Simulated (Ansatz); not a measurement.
FGe$_{2}$H$_{5}$O (`[F][GeH2][O][GeH3]`). Charge 0, multiplicity 1. The structure was optimised at the PBE0-D4/def2-TZVP level. It is one conformer, not always the lowest.

```xyz
9

F    -1.646    1.015   -2.262
Ge   -0.179    0.584   -1.453
O    -0.705    0.018    0.116
Ge    0.184   -0.610    1.520
H     0.459   -0.550   -2.267
H     0.653    1.869   -1.329
H     1.159    0.475    2.015
H     0.961   -1.869    1.093
H    -0.886   -0.932    2.567
```

What is the dipole moment at B3LYP/def2-TZVPP? (Estimate.)

Computed: 3.00 D, with components (2.65, -0.70, 1.23) D in this frame, pointing from negative to positive charge.

And with PBE, r2SCAN, ωB97M-V? (Estimate.)

Ansatz gave: PBE 2.78 D, r2SCAN 2.89 D, ωB97M-V 3.02 D.

Give the Mulliken charges with B3LYP, PBE, r2SCAN in def2-TZVPP. (An estimate is asked.)

Computed: 
```tsv
atom	B3LYP	PBE	r2SCAN
F1	-0.37	-0.33	-0.37
Ge2	0.64	0.57	0.66
O3	-0.50	-0.43	-0.52
Ge4	0.31	0.28	0.34
H5	-0.02	-0.03	-0.03
H6	-0.02	-0.03	-0.03
H7	-0.02	-0.02	-0.02
H8	-0.02	-0.02	-0.02
H9	0.00	0.00	-0.01
```

B3LYP here is the variant with VWN-RPA as its local correlation; programs differ in this.
